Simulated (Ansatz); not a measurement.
Harmonic vibrations of WO2(OH)2 (WO4H2) by finite differences.

```yaml
crystal:
  periodic: [false, false, false]
  atoms:
    - {symbol: W, position_ang: [0.257510, 0.062743, 0.197410]}
    - {symbol: O, position_ang: [0.173924, 0.589095, 1.839466]}
    - {symbol: O, position_ang: [1.924714, -0.078285, -0.228026]}
    - {symbol: O, position_ang: [-0.550882, 1.357183, -0.935538]}
    - {symbol: H, position_ang: [-1.038083, 2.146306, -0.636580]}
    - {symbol: O, position_ang: [-0.588099, -1.633970, 0.060171]}
    - {symbol: H, position_ang: [-0.179084, -2.443082, -0.296913]}
basis:
  gaussian: {orbitals: def2-SVP}
hamiltonian: {xc: pbe, dispersion: d4}
scf: {omitted_lower_state_checks: [starts]}
phonons: {temperatures: {t_min: 298.15, t_max: 900, t_step: 200}}
```

```sh
$ ansatz run in.yaml --threads 4 --pin off --events-out ev --progress --plain --max-ram 3916MiB
```

Output, abridged:

```
Functional definition: PBE
mean field -10038.44938014 eV, -368.9062104147 hartree, gradient 2.7e-5 eV, S^2 0.000000; 0 other end points of the search recorded, 0 dependent functions left out
mean field -10038.44914791 eV, -368.9062018806 hartree, gradient 2.1e-6 eV, S^2 0.000000; 0 other end points of the search recorded, 0 dependent functions left out
mean field -10038.44917662 eV, -368.9062029357 hartree, gradient 2.1e-6 eV, S^2 0.000000; 0 other end points of the search recorded, 0 dependent functions left out
mean field -10038.44920649 eV, -368.9062040331 hartree, gradient 2.1e-6 eV, S^2 0.000000; 0 other end points of the search recorded, 0 dependent functions left out
mean field -10038.44920751 eV, -368.9062040708 hartree, gradient 2.1e-6 eV, S^2 0.000000; 0 other end points of the search recorded, 0 dependent functions left out
mean field -10038.44915376 eV, -368.9062020956 hartree, gradient 2.1e-6 eV, S^2 0.000000; 0 other end points of the search recorded, 0 dependent functions left out
mean field -10038.44917434 eV, -368.9062028516 hartree, gradient 2.1e-6 eV, S^2 0.000000; 0 other end points of the search recorded, 0 dependent functions left out
mean field -10038.44937469 eV, -368.9062102146 hartree, gradient 2.1e-6 eV, S^2 0.000000; 0 other end points of the search recorded, 0 dependent functions left out
mean field -10038.44936419 eV, -368.9062098286 hartree, gradient 2.1e-6 eV, S^2 0.000000; 0 other end points of the search recorded, 0 dependent functions left out
mean field -10038.44937969 eV, -368.9062103982 hartree, gradient 2.1e-6 eV, S^2 0.000000; 0 other end points of the search recorded, 0 dependent functions left out
mean field -10038.44933769 eV, -368.9062088548 hartree, gradient 2.1e-6 eV, S^2 0.000000; 0 other end points of the search recorded, 0 dependent functions left out
mean field -10038.44929444 eV, -368.9062072655 hartree, gradient 2.1e-6 eV, S^2 0.000000; 0 other end points of the search recorded, 0 dependent functions left out
mean field -10038.44917300 eV, -368.9062028027 hartree, gradient 2.1e-6 eV, S^2 0.000000; 0 other end points of the search recorded, 0 dependent functions left out
mean field -10038.44929009 eV, -368.9062071056 hartree, gradient 2.1e-6 eV, S^2 0.000000; 0 other end points of the search recorded, 0 dependent functions left out
mean field -10038.44916810 eV, -368.9062026223 hartree, gradient 2.1e-6 eV, S^2 0.000000; 0 other end points of the search recorded, 0 dependent functions left out
mean field -10038.44936687 eV, -368.9062099272 hartree, gradient 2.1e-6 eV, S^2 0.000000; 0 other end points of the search recorded, 0 dependent functions left out
mean field -10038.44937659 eV, -368.9062102842 hartree, gradient 2.1e-6 eV, S^2 0.000000; 0 other end points of the search recorded, 0 dependent functions left out
mean field -10038.44935382 eV, -368.9062094475 hartree, gradient 2.1e-6 eV, S^2 0.000000; 0 other end points of the search recorded, 0 dependent functions left out
mean field -10038.44936828 eV, -368.9062099788 hartree, gradient 2.1e-6 eV, S^2 0.000000; 0 other end points of the search recorded, 0 dependent functions left out
mean field -10038.44930146 eV, -368.9062075233 hartree, gradient 2.1e-6 eV, S^2 0.000000; 0 other end points of the search recorded, 0 dependent functions left out
mean field -10038.44934196 eV, -368.9062090118 hartree, gradient 2.1e-6 eV, S^2 0.000000; 0 other end points of the search recorded, 0 dependent functions left out
mean field -10038.44926637 eV, -368.9062062339 hartree, gradient 2.1e-6 eV, S^2 0.000000; 0 other end points of the search recorded, 0 dependent functions left out
mean field -10038.44920469 eV, -368.9062039672 hartree, gradient 2.1e-6 eV, S^2 0.000000; 0 other end points of the search recorded, 0 dependent functions left out
mean field -10038.44929687 eV, -368.9062073547 hartree, gradient 2.1e-6 eV, S^2 0.000000; 0 other end points of the search recorded, 0 dependent functions left out
mean field -10038.44937295 eV, -368.9062101507 hartree, gradient 2.1e-6 eV, S^2 0.000000; 0 other end points of the search recorded, 0 dependent functions left out
mean field -10038.44933352 eV, -368.9062087017 hartree, gradient 9.3e-7 eV, S^2 0.000000; 0 other end points of the search recorded, 0 dependent functions left out
mean field -10038.44934787 eV, -368.9062092288 hartree, gradient 1.2e-6 eV, S^2 0.000000; 0 other end points of the search recorded, 0 dependent functions left out
mean field -10038.44928983 eV, -368.9062070960 hartree, gradient 7.3e-7 eV, S^2 0.000000; 0 other end points of the search recorded, 0 dependent functions left out
mean field -10038.44926553 eV, -368.9062062031 hartree, gradient 1.0e-6 eV, S^2 0.000000; 0 other end points of the search recorded, 0 dependent functions left out
mean field -10038.44936595 eV, -368.9062098933 hartree, gradient 8.6e-7 eV, S^2 0.000000; 0 other end points of the search recorded, 0 dependent functions left out
mean field -10038.44936206 eV, -368.9062097504 hartree, gradient 1.3e-6 eV, S^2 0.000000; 0 other end points of the search recorded, 0 dependent functions left out
mean field -10038.44930788 eV, -368.9062077591 hartree, gradient 2.1e-6 eV, S^2 0.000000; 0 other end points of the search recorded, 0 dependent functions left out
mean field -10038.44935971 eV, -368.9062096640 hartree, gradient 2.1e-6 eV, S^2 0.000000; 0 other end points of the search recorded, 0 dependent functions left out
mean field -10038.44915971 eV, -368.9062023140 hartree, gradient 2.1e-6 eV, S^2 0.000000; 0 other end points of the search recorded, 0 dependent functions left out
mean field -10038.44924885 eV, -368.9062055900 hartree, gradient 2.3e-6 eV, S^2 0.000000; 0 other end points of the search recorded, 0 dependent functions left out
mean field -10038.44935272 eV, -368.9062094072 hartree, gradient 2.1e-6 eV, S^2 0.000000; 0 other end points of the search recorded, 0 dependent functions left out
mean field -10038.44935545 eV, -368.9062095075 hartree, gradient 2.3e-6 eV, S^2 0.000000; 0 other end points of the search recorded, 0 dependent functions left out
mean field -10038.44935351 eV, -368.9062094363 hartree, gradient 1.1e-6 eV, S^2 0.000000; 0 other end points of the search recorded, 0 dependent functions left out
mean field -10038.44935070 eV, -368.9062093329 hartree, gradient 1.1e-6 eV, S^2 0.000000; 0 other end points of the search recorded, 0 dependent functions left out
mean field -10038.44925686 eV, -368.9062058844 hartree, gradient 1.1e-6 eV, S^2 0.000000; 0 other end points of the search recorded, 0 dependent functions left out
mean field -10038.44928491 eV, -368.9062069151 hartree, gradient 6.2e-7 eV, S^2 0.000000; 0 other end points of the search recorded, 0 dependent functions left out
mean field -10038.44935364 eV, -368.9062094410 hartree, gradient 1.2e-6 eV, S^2 0.000000; 0 other end points of the search recorded, 0 dependent functions left out
mean field -10038.44936515 eV, -368.9062098638 hartree, gradient 8.3e-7 eV, S^2 0.000000; 0 other end points of the search recorded, 0 dependent functions left out
Total energy: -10038.60022954 eV, -368.9117540279 hartree
Atom 0 at     0.257510     0.062743     0.197410 Å, force    -0.004570    -0.000063    -0.003179 eV/Å
Atom 1 at     0.173924     0.589095     1.839466 Å, force     0.001799     0.003231     0.006481 eV/Å
Atom 2 at     1.924714    -0.078285    -0.228026 Å, force     0.006188    -0.001212     0.000642 eV/Å
Atom 3 at    -0.550882     1.357183    -0.935538 Å, force    -0.002222     0.001649    -0.002895 eV/Å
Atom 4 at    -1.038083     2.146306    -0.636580 Å, force    -0.000124     0.000428     0.000654 eV/Å
Atom 5 at    -0.588099    -1.633970     0.060171 Å, force    -0.000832    -0.003348    -0.001001 eV/Å
Atom 6 at    -0.179084    -2.443082    -0.296913 Å, force    -0.000239    -0.000685    -0.000702 eV/Å
Dipole moment:    -0.468956    -0.114419    -0.359649 e Å
Vibrations: 164.18 194.29 197.42 229.09 245.79 257.70 346.45 556.97 563.47 713.86 724.56 962.25 991.44 3755.37 3759.46 cm⁻¹, zero-point energy 0.846954 eV
Checks for a lower state left out: starts
```

Hardware: 4 threads of Arm Neoverse V1 on a shared host. Wall time 30 s.

In the def2 sets W takes a core potential; there is no spin–orbit coupling.
